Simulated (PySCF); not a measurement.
Job for PySCF: R-B3LYP/6-31G* on CHN (SMILES C#N) with ghost functions, monomers drawn apart or pushed together.

```python
from pyscf import gto, scf, dft, mp
from pyscf.data.elements import chemcore

mol = gto.M(
    atom='''
    C     0.32704080    0.02446794    5.61446785
    N     1.33572699   -0.51554475    5.68585896
    H    -0.61053220    0.52451616    5.52503933
    ghost-C    0.54166539   -0.45954345    1.10028371
    ghost-Cl   -1.00396213    0.40608183    1.41868456
    ghost-H    0.30404854   -1.39275859    0.59959812
    ghost-H    1.15361952    0.17352821    0.46564768
    ghost-H    1.02877986   -0.64237881    2.05279912
    ''',
    basis='6-31g*',
    cart=True,
    charge=0, spin=0, verbose=3, max_memory=1800)
mf = dft.RKS(mol, xc='b3lyp')
mf.conv_tol = 1e-8
mf.max_cycle = 100
mf.kernel()
if not mf.converged:
    mf = mf.newton().run(mf.mo_coeff, mf.mo_occ)
```

Task: Predict the final total energy.

Result: -93.4226 hartree.
